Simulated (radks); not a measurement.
Valence configurations of Ga3+ (all share [Ar]). All-electron calculation, scalar-relativistic Kohn-Sham, PBE, spin-unpolarised, spherical densities, finite nucleus; Fermi nuclear charge, rms radius 3.9973 fm. Program: a radial shooting solver on a logarithmic mesh with Libxc functionals. Energies are relative to 3d10; eigenvalues in eV.

valence          E (eV)    e(3d)    e(4p)    e(4s)
3d10              0.000  -52.485        -        -
3d9.5 4s0.5       8.638  -56.707        -  -38.002
3d9.5 4p0.5      13.447  -57.452  -28.806        -
3d9 4s1          18.736  -61.134        -  -39.412
3d9 4p1          28.681  -62.591  -30.271        -
3d8.5 4s1 4p0.5  35.497  -66.472  -31.009  -41.257
3d8 4s2          43.671  -70.550        -  -42.276
3d8 4p2          64.863  -73.321  -33.152        -
3d7 4p3          109.24  -84.588  -35.888        -

NIST lists [Ar] 3d10 as the ground configuration; this level of theory agrees among the configurations tried. The energies are those of spherical spin-averaged densities, not of single terms.
